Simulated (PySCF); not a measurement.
InN⁻: one state, many levels of theory

State: ²Π (doublet), unpaired electrons π ↑. Set-up: PySCF, scalar-relativistic core potentials, basis sets In def2-SVPD with ECP28, N def2-SVPD. De refers to In⁻ + N in their high-spin ground configurations, without counterpoise correction. The functionals are run spin-unrestricted. A positive dipole points towards N; it is taken about the centre of mass and depends on that origin. Levels whose curve was spin-contaminated or gave no clean fit are not listed.

| Level | Re (Å) | ωe (cm⁻¹) | De (eV) | μ (D) |
| --- | --- | --- | --- | --- |
| ROHF-MP2 | 2.077 | 566 | n/a | n/a |
| PBE | 2.072 | 563 | 3.44 | -3.09 |
| PW91 | 2.069 | 565 | 3.46 | -3.13 |
| MN15 | 2.036 | 599 | 2.99 | -3.46 |

Correlated steps freeze 5 core orbitals. Spin–orbit coupling is left out, which matters for elements this heavy, above all for dissociation energies. For an ion De counts to the pair picked by the measured ionisation energies or electron affinities, which need not be the lowest pair at this level. The highest Kohn–Sham level is positive in this anion. Much of that is self-interaction error, but it also means that the finite basis helps to hold the extra electron. The state was picked by a PBE0 search and need not be the measured ground state.
